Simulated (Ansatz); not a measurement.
Ansatz (a program for electronic structure) input (B3LYP-D3(BJ)/def2-TZVP):

Ansatz 0.2 input:
```yaml
crystal:
  periodic: [false, false, false]
  atoms:
    - {symbol: La, position_ang: [0.00662849, -0.01278662, -0.04234194]}
    - {symbol: Br, position_ang: [-2.18619950, -1.59702740, -0.37547706]}
    - {symbol: Br, position_ang: [-0.09619939, 2.50367080, -1.10664913]}
    - {symbol: Br, position_ang: [2.25399396, -0.88075643, 1.48252053]}
basis:
  gaussian:
    orbitals: def2-TZVP
hamiltonian:
  xc: b3lyp
  dispersion: d3bj
total_charge: -1
magnetization: {spin_polarized: true, initial_magnetization: 1}
relax: {f_tol: 0.002, max_steps: 150}
```

End of the output:

```
integrals: 0.20 GiB planned
1420 factors; integrals over basis functions are off by at most 1.7e-4 eV
mean field: 2.72 GiB planned
mean field evaluation 32: about -211010.1488 eV, gradient 1.2e0 eV
mean field -211010.17366675 eV, -7754.4808544204 hartree, gradient 1.9e-5 eV, S^2 0.750915; 0 other end points of the search recorded, 0 dependent functions left out
the calculation of the forces begins
reference -211010.17394610 eV, -7754.4808646862 hartree; 59, 58 occupied and 125, 126 virtual orbitals, 1420 factors
relax step   3: F+E_penalty+E_count = -211010.44450694 eV  Δ(F+E_penalty+E_count) = -9.414e-3 eV  max|allowed force component| = 5.379e-2 eV/Å  Δτ_max = 0.0287 Å  (37 SCF iters, accepted)
these checks for a lower state are left out or cut short: starts, cluster_reference, orbital_swaps, neighbouring_geometries, increment
integrals: 0.20 GiB planned
1420 factors; integrals over basis functions are off by at most 1.7e-4 eV
mean field: 2.72 GiB planned
mean field -211010.17425201 eV, -7754.4808759282 hartree, gradient 1.6e-5 eV, S^2 0.750914; 0 other end points of the search recorded, 0 dependent functions left out
the calculation of the forces begins
reference -211010.17453121 eV, -7754.4808861887 hartree; 59, 58 occupied and 125, 126 virtual orbitals, 1420 factors
relax step   4: F+E_penalty+E_count = -211010.44565374 eV  Δ(F+E_penalty+E_count) = -1.147e-3 eV  max|allowed force component| = 2.418e-3 eV/Å  Δτ_max = 0.0285 Å  (36 SCF iters, accepted)
these checks for a lower state are left out or cut short: starts, cluster_reference, orbital_swaps, neighbouring_geometries, increment
integrals: 0.20 GiB planned
1420 factors; integrals over basis functions are off by at most 1.7e-4 eV
mean field: 2.72 GiB planned
mean field -211010.17425293 eV, -7754.4808759620 hartree, gradient 2.4e-5 eV, S^2 0.750914; 0 other end points of the search recorded, 0 dependent functions left out
the calculation of the forces begins
reference -211010.17453213 eV, -7754.4808862225 hartree; 59, 58 occupied and 125, 126 virtual orbitals, 1420 factors
relax step   5: F+E_penalty+E_count = -211010.44567476 eV  Δ(F+E_penalty+E_count) = -2.102e-5 eV  max|allowed force component| = 7.430e-4 eV/Å  Δτ_max = 0.0053 Å  (29 SCF iters, accepted)
these checks for a lower state are left out or cut short: starts, cluster_reference, orbital_swaps, neighbouring_geometries, increment
integrals: 0.20 GiB planned
1420 factors; integrals over basis functions are off by at most 1.7e-4 eV
mean field: 2.72 GiB planned
mean field -211010.17426105 eV, -7754.4808762605 hartree, gradient 2.1e-5 eV, S^2 0.750914; 0 other end points of the search recorded, 0 dependent functions left out
the calculation of the forces begins
reference -211010.17454026 eV, -7754.4808865211 hartree; 59, 58 occupied and 125, 126 virtual orbitals, 1420 factors
relax step   6: F+E_penalty+E_count = -211010.44567644 eV  Δ(F+E_penalty+E_count) = -1.674e-6 eV  max|allowed force component| = 1.618e-4 eV/Å  Δτ_max = 0.0021 Å  (28 SCF iters, accepted)
integrals: 0.20 GiB planned
1420 factors; integrals over basis functions are off by at most 1.7e-4 eV
mean field: 2.72 GiB planned
mean field evaluation 64: about -211010.1132 eV, gradient 2.3e0 eV
mean field -211010.17426105 eV, -7754.4808762605 hartree, gradient 2.1e-5 eV, S^2 0.750914; 3 other end points of the search recorded, 0 dependent functions left out
the calculation of the forces begins
reference -211010.17454026 eV, -7754.4808865211 hartree; 59, 58 occupied and 125, 126 virtual orbitals, 1420 factors
Total energy: -211010.44595564 eV, -7754.4908608525 hartree
Atom 0 at    -0.005344     0.003145    -0.010904 Å, force    -0.000018     0.000048     0.000138 eV/Å
Atom 1 at    -2.266225    -1.739908    -0.367999 Å, force    -0.000078     0.000003    -0.000095 eV/Å
Atom 2 at    -0.031144     2.645017    -1.149843 Å, force    -0.000066     0.000026    -0.000099 eV/Å
Atom 3 at     2.280937    -0.895153     1.486799 Å, force     0.000162    -0.000077     0.000056 eV/Å
Dipole moment:    -0.000036     0.000002    -0.000061 e Å
```

The spin state was set by rule; other spins were not relaxed.
